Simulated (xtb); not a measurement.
Al(F)(OH)(SiH3) (AlFH4OSi), SMILES [OH][Al]([F])[SiH3]. All values are semi-empirical tight-binding results from xtb (GFN2-xTB unless named), good for trends rather than for accurate numbers. Geometry: GFN2-xTB. Other conformers were not sampled.

For metal compounds this method's bond lengths and energies can be far off.

```
Item                                           Value
-------------------------------------  -------------
orbital gap                                  4.07 eV
zero-point energy                      24.2 kcal/mol
G − E(el) at 298.15 K (modified RRHO)   4.3 kcal/mol
```
